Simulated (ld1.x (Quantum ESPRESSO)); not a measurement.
**u(r) = r·R(r): atom against pseudo-atom (H (Z = 1))**

Columns: radius, all-electron u(r) and pseudo u(r) of the 1s shell (level -6.33 eV) of hydrogen in the configuration 1s1; PBEsol, scalar-relativistic, TM scheme, ld1.x (Quantum ESPRESSO) 7.5.

```csv
r (bohr),all-electron,pseudo
0.075,0.1308,0.1015
0.150,0.2426,0.2005
0.225,0.3375,0.2946
0.300,0.4173,0.3817
0.375,0.4839,0.4598
0.450,0.5388,0.5274
0.525,0.5835,0.5835
0.600,0.6192,0.6279
0.675,0.6470,0.6610
0.750,0.6680,0.6839
0.825,0.6831,0.6981
0.900,0.6929,0.7054
0.975,0.6984,0.7073
1.050,0.6999,0.7055
1.125,0.6981,0.7010
1.200,0.6934,0.6947
1.275,0.6863,0.6867
1.350,0.6772,0.6772
1.425,0.6663,0.6663
1.500,0.6539,0.6539
1.575,0.6403,0.6403
1.650,0.6258,0.6258
1.725,0.6104,0.6104
1.800,0.5945,0.5945
1.875,0.5781,0.5781
1.950,0.5613,0.5613
```

Question: How many radial nodes do the two functions have?

Answer: The all-electron 1s function has n − l − 1 = 0; the pseudo-wave has 0.

Question: At about which radius was the pseudo-wave matched?

Answer: 1.50 bohr. The columns agree to 0.0005 from 1.27 bohr on; several derivatives are matched, so the curves merge somewhat inside the radius.

Question: Is the pseudo-wave norm-conserving?

Answer: Yes: the TM scheme keeps the norm inside the radius equal to the all-electron one, which fixes the energy derivative of the logarithmic derivative at the level.
